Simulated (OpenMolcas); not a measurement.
## Lines of Ag5+: computed and rescaled rates

```json
{
 "Program": "OpenMolcas",
 "Method": "CASSCF",
 "Basis": "ANO-R3 [8s6p5d3f2g1h]",
 "Scalar Hamiltonian": "X2C, finite nucleus",
 "Active space": "6 electrons in 5 orbitals (4d)",
 "State averaging": "2S+1 = 5 even, 5 roots; 2S+1 = 3 even, 45 roots; 2S+1 = 1 even, 50 roots",
 "Spin-orbit coupling": "state interaction with AMFI integrals over the reference wave functions, term energies averaged over their components"
}
```

Rates come from the transition moments of the reference wave functions (E1 and E2 in the length form). At fixed line strength A goes as λ^-3 for E1 and M1 and as λ^-5 for E2, so a rate at the computed wavelength can be rescaled to the measured one. Measured vacuum wavelengths follow from level energies in the list in Gamrath, thesis, University of Mons (2023). Branching counts decays inside the model space alone, at computed energies, and the table is only a selection of the E2 and M1 lines, drawn from those between levels with measured partners whose computed energy lies within a factor of 1.5 of the measured one.

```tsv
Upper	Lower	Type	λ computed (nm)	λ measured (nm)	A computed (s-1)	A rescaled (s-1)	Branching %
4d⁶ ³P₂(1)	4d⁶ ⁵D₃	M1	436.4	545	1.73e+01		85.5
4d⁶ ³P₁(1)	4d⁶ ⁵D₂	M1	349.4	411.9	1.56e+01		52.4
4d⁶ ³P₁(2)	4d⁶ ⁵D₂	M1	171.7	209.6	1.34e+01		41.6
4d⁶ ³P₂(2)	4d⁶ ⁵D₃	M1	155.6	185.8	9.24e+00		32.2
4d⁶ ³P₁(1)	4d⁶ ³P₂(1)	M1	1416	1391	8.45e+00	8.91e+00	28.4
4d⁶ ¹D₂(1)	4d⁶ ³F₃(1)	M1	483.5	590.6	7.50e+00		34.9
4d⁶ ³D₃	4d⁶ ⁵D₄	M1	252.2	298.4	7.35e+00		52.9
4d⁶ ³F₃(1)	4d⁶ ⁵D₃	M1	385.5	459.8	6.49e+00		59.3
4d⁶ ¹G₄(1)	4d⁶ ³H₅	M1	591.3	638.2	6.33e+00		31.3
4d⁶ ³D₁	4d⁶ ⁵D₁	M1	288.8	349.4	5.18e+00		48.8
4d⁶ ³D₂	4d⁶ ⁵D₂	M1	286	348.5	3.64e+00		47.8
4d⁶ ¹I₆	4d⁶ ³H₆	M1	725.6	788.5	3.26e+00		64.9
4d⁶ ³F₂(1)	4d⁶ ⁵D₂	M1	389.3	468.3	3.25e+00		56.9
4d⁶ ³G₄	4d⁶ ⁵D₄	M1	296.8	337.2	2.00e+00		49.5
4d⁶ ³G₅	4d⁶ ³H₆	M1	1366	1551	1.97e+00		58.4
4d⁶ ³D₂	4d⁶ ³P₂(1)	M1	745.8	861.4	1.90e+00		24.9
4d⁶ ¹I₆	4d⁶ ³H₅	M1	757.4	807.6	1.71e+00		34.1
4d⁶ ³G₃	4d⁶ ⁵D₃	M1	313.7	361.4	1.57e+00		27.6
4d⁶ ³G₅	4d⁶ ³H₅	M1	1484	1627	1.09e+00		32.3
4d⁶ ⁵D₃	4d⁶ ⁵D₄	M1	3949	3714	5.59e-01	6.72e-01	100.0
4d⁶ ⁵D₂	4d⁶ ⁵D₃	M1	7373	7933	1.58e-01	1.27e-01	100.0
4d⁶ ⁵D₁	4d⁶ ⁵D₂	M1	10650	10120	7.61e-02	8.87e-02	100.0
4d⁶ ³H₅	4d⁶ ⁵D₄	M1	401.2	458.5	3.85e-02		73.8
4d⁶ ⁵D₀	4d⁶ ⁵D₁	M1	22850	22780	1.32e-02	1.33e-02	100.0
4d⁶ ³H₆	4d⁶ ⁵D₄	E2	410.7	464.8	1.74e-04		100.0
```

Spin-changing lines and M1 lines between different terms are not rescaled, since their strength hangs on the term gaps too.

The largest correction is for 4d⁶ ⁵D₂ → 4d⁶ ⁵D₃ (M1): 1.58e-01 × (7373 / 7933)^3 = 1.27e-01 s-1, a factor of 0.80.

The computed order of these levels differs from the measured one in 3 places, and where term gaps are wrong the rates of spin-changing lines can be off by large factors.

These are rates of the free ion; in crystals, glasses and complexes forced electric-dipole and non-radiative decay shorten such lifetimes by orders of magnitude. No measured rate stands beside these. Rescaling mends the energy factor alone: line strengths can still be far off where a level mixes with configurations outside the active space, and weak or spin-changing lines hang on small mixing coefficients that depend on the term gaps too, so rescaling need not improve them.

Without dynamic correlation excited terms often stand tens of per cent too high (terms of higher spin than the ground term too low), and those without a measured partner can miss by more than the paired ones. Some levels mix across a computed gap that differs much from the measured one, so their mixing is not that of the real levels. Computed and measured levels are paired by configuration, term and J; levels that our copy of the source lacks, or whose pairing is in doubt (as where it misses far off the trend of its configuration), stay unpaired. Only configurations of the active space appear.

A number in round brackets counts repeated terms of one configuration in the order of the reference energies.
